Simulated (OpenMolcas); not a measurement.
A calculation on Ar IV.

```
Program             : OpenMolcas
Method              : XMS-CASPT2, IPEA 0.25 Eh, imaginary shift 0.1 Eh (closed shells correlated: 2s 2p 3s)
Basis               : ANO-RCC-VTZP [5s4p2d1f]
Scalar Hamiltonian  : DKH2, point nucleus
Active space        : 3 electrons in 3 orbitals (3p)
State averaging     : 2S+1 = 4 odd, 1 root; 2S+1 = 2 odd, 8 roots
Spin-orbit coupling : state interaction with AMFI integrals over the reference wave functions, term energies averaged over their components
```

Q: Which level of the active space comes out lowest?

A: 3s² 3p³ ⁴S°_3/2, with 100 % of that term; it is also the measured ground level.

Q: How high does 3s² 3p³ ²P°_3/2 lie?

A: 36630 cm⁻¹ above the lowest level; measured 35032 cm⁻¹ above the ground level, so the calculation is off by +5 %.

Q: How high does 3s² 3p³ ²P°_1/2 lie?

A: 36490 cm⁻¹ above the lowest level; measured 34855 cm⁻¹ above the ground level, so the calculation is off by +5 %.

Q: How high does 3s² 3p³ ²D°_3/2 lie?

A: 21830 cm⁻¹ above the lowest level; measured 21091 cm⁻¹ above the ground level, so the calculation is off by +3 %.

Measured values: Saloman, J. Phys. Chem. Ref. Data 39, 033101 (2010).

CASPT2 breaks the degeneracy within a term, and the mean is taken; among the terms shown or strongly mixed into the levels shown the widest spread is 1900 cm-1 (3s² 3p³ ²D°). With the s shell closed, the reference lacks s² → p² mixing. Computed and measured levels are paired by configuration, term and J; levels that our copy of the source lacks, or whose pairing is in doubt (as where it misses far off the trend of its configuration), stay unpaired and out of the deviations. Levels of configurations outside the active space are missing.

° marks odd parity.
